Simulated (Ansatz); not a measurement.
# The vertical ionisation energy down a group: F to Br

One atom is swapped for its congeners: AuF; AuCl (gold monochloride); AuBr (bromogold). All are singlets with charge 0.

Shapes, held fixed at every level: PBE0-D4/def2-TZVP. Programs: Ansatz 0.2.0. Values in eV.

```csv
level,AuF,AuCl,AuBr
PBE-D4/def2-TZVPP,11.14,10.36,9.94
r2SCAN-D4/def2-TZVPP,11.13,10.40,10.00
B3LYP-D4/def2-TZVPP,11.21,10.47,10.05
PBE0-D4/def2-TZVPP,11.06,10.41,9.97
wB97X-V/def2-TZVPP,10.97,10.39,9.93
B2PLYP/def2-TZVPP,11.20,10.46,10.02
```

At B2PLYP/def2-TZVPP the vertical ionisation energy falls at every step, from 11.20 to 10.02 eV. Every level shows the same order. For atoms past krypton def2 sets carry core potentials with scalar relativity. Relativity is left out for Br unless named. Correlated rows may include outer-core shells of Au, Br, which these sets cover unevenly. The lone pairs of the heavier congeners lie higher, so an electron comes off more easily. Spin-orbit coupling, which grows down the group, is left out.
